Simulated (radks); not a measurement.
Results of a calculation; reference values are marked as such.
The mean radii <r> (bohr) of the occupied orbitals of an atom or ion are listed with their occupations. Level of theory: scalar-relativistic Kohn-Sham, PBE, spin-polarised, spherical densities, finite nucleus; Fermi nuclear charge, rms radius of each element as measured or else 0.836 A^(1/3) + 0.57 fm (a radial shooting solver on a logarithmic mesh with Libxc functionals).

orbital  occ.     <r>
1s up       1  0.1566
1s down     1  0.1565
2s up       1  0.6849

Name the element and its charge. Open shells, if any, are filled with parallel spins first.

Answer. Z = 10, neon, charge +7: Ne7+ in [He] 2s1. The 1s radius gives Z: for a bare nucleus <r> = (2 gamma + 1)/(2Z) with gamma = sqrt(1 - (Z/c)^2), 0.1497 bohr for Z = 10, and screening makes it slightly larger (0.1566 here). The occupations add up to 3, and the charge is Z minus that.
